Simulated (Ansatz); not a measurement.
Basis-set extrapolation for C3H6BFO (`BC(=O)C(C)F`) (PBE0-D4/def2-TZVP geometry, frozen core, Ansatz 0.2.0). Multiplicity 1, RHF reference.

|  | def2-TZVPP | def2-QZVPP |
| --- | --- | --- |
| HF | -316.163452 | -316.177624 |
| MP2 correlation | -1.080159 | -1.160658 |
| CCSD(T) correlation | -1.159636 | not run |

Energies in hartree. Use E(X) = E(∞) + A·exp(−7.88·√X) for Hartree–Fock and E(X) = E(∞) + B·X^(−2.97) for correlation, with X = 3 and 4, and add CCSD(T) minus MP2 of the smaller set to the MP2 limit.

What is the CCSD(T) energy at the basis-set limit?

HF limit: -316.177624 + (-0.014172) × 0.13774 = -316.17958. MP2 limit: -1.160658 + (-0.080499) × 0.74074 = -1.22029. Higher-order term: -1.159636 − (-1.080159) = -0.07948. Total: -317.47935 hartree, 98.1 kcal/mol below CCSD(T)/def2-TZVPP.
